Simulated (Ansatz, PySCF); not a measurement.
Gas-phase reaction (SMILES): CCCCC=O → CCCC[C]=O + H atom; the C-H bond at the site shown breaks (other sites are not compared here).

Each molecule is optimised on its own at B3LYP-D3(BJ)/def2-TZVP (Ansatz, a first-principles code), one conformer each, not searched for the lowest. Valence correlation only, unless marked. Open shells are spin-unrestricted. Spin-orbit coupling is left out. No relativistic terms. CBS marks a two-point X^-3 extrapolation of the correlation energy; Hartree-Fock from the larger set. The bracket is a focal-point correction in the basis named. Thermal terms are rigid-rotor harmonic-oscillator values from B3LYP-D3(BJ) frequencies (Ansatz or PySCF) at 298.15 K and 1 atm. 1 Eh = 627.5095 kcal/mol. Atoms have translation alone.

```json
[
 {"species": "CCCCC=O", "E, RI-MP2/CBS(cc-pVTZ,cc-pVQZ)+[CCSD(T)-MP2]/cc-pVTZ (Ansatz) (Eh)": "-271.44686", "E, wB97X-V/def2-TZVPD (Ansatz) (Eh)": "-271.79462", "H - E (Eh)": "0.14950"},
 {"species": "CCCC[C]=O", "E, RI-MP2/CBS(cc-pVTZ,cc-pVQZ)+[CCSD(T)-MP2]/cc-pVTZ (Ansatz) (Eh)": "-270.79398", "E, wB97X-V/def2-TZVPD (Ansatz) (Eh)": "-271.14469", "H - E (Eh)": "0.13752"},
 {"species": "H atom", "E, RI-MP2/CBS(cc-pVTZ,cc-pVQZ)+[CCSD(T)-MP2]/cc-pVTZ (Ansatz) (Eh)": "-0.49995", "E, wB97X-V/def2-TZVPD (Ansatz) (Eh)": "-0.50049", "H - E (Eh)": "0.00236"}
]
```

### Question
Work out ΔE and ΔH at 298.15 K at the first level, then ΔH at the second.

### Answer

1. ΔE = [(-270.79398) + (-0.49995)] - [(-271.44686)] = 0.15293 Eh = 96.0 kcal/mol at RI-MP2/CBS(cc-pVTZ,cc-pVQZ)+[CCSD(T)-MP2]/cc-pVTZ.
2. The terms H - E add up to -0.00962 Eh, so ΔH = (0.15293 + (-0.00962))×627.5095 = 89.9 kcal/mol.
3. At wB97X-V/def2-TZVPD the same steps give ΔE = 93.8 and ΔH = 87.7 kcal/mol, a shift of -2.2 from the first level.
4. These values are not checked against measurement here, since the tables used lack a sound gas-phase enthalpy of formation for at least one species.
